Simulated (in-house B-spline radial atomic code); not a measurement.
**Binding energies in Bi4+**

NIST's tabulated ground configuration is [Xe] 4f14 5d10 6s1; each binding energy is the energy of the ion with one electron taken from that subshell, relaxed, less that of the parent. Computed with a B-spline radial code for spherical atoms: Dirac-Hartree-Fock, average of configuration, Fermi nucleus of rms radius 5.5211 fm. Energies include first-order Breit, QED and recoil terms.

```
subshell  X-ray name  binding energy (eV)  -ε (eV)  relaxation (eV)
   2p1/2          L2              15763.5  15891.4             61.5
   2p3/2          L3              13470.4  13568.2             57.1
   3p1/2          M2               3753.5   3799.0             32.4
   3p3/2          M3               3234.8   3272.3             30.0
   3d3/2          M4               2740.9   2779.2             33.3
   3d5/2          M5               2632.7   2668.5             32.4
   4p1/2          N2                864.4    880.0             12.8
   4p3/2          N3                735.7    748.5             11.4
   4d3/2          N4                519.6    531.6             11.4
   4d5/2          N5                495.5    506.8             11.0
   4f5/2          N6                212.7    223.5             11.1
   4f7/2          N7                207.4    217.8             10.8
   5p1/2          O2                  171    174.3              2.8
   5p3/2          O3                146.4    148.9              2.3
   5d3/2          O4                 76.5    78.12             1.61
   5d5/2          O5                73.45    74.87             1.46
      6s          P1                54.18    54.52             0.23
```

Relaxation = -ε minus the binding energy without Breit, QED and recoil terms.

Emission lines follow as differences of binding energies, with λ = 12398.42 eV·Å / E:

```tsv
line	holes	energy (eV)	wavelength (Å)
L3-M5	2p3/2 → 3d5/2	10837.7	1.144
L2-M4	2p1/2 → 3d3/2	13022.6	0.95207
L2-N4	2p1/2 → 4d3/2	15243.9	0.81334
M5-N7	3d5/2 → 4f7/2	2425.3	5.1121
M4-N6	3d3/2 → 4f5/2	2528.2	4.9041
```

Question: What does it cost to remove both a 3d5/2 and a 4p1/2 electron?

Answer: 3542 eV, which is 44.88 eV more than the two single binding energies together.

Question: What does it cost to remove both a 4f5/2 and a 5d5/2 electron?

Answer: 305.98 eV, which is 19.87 eV more than the two single binding energies together.
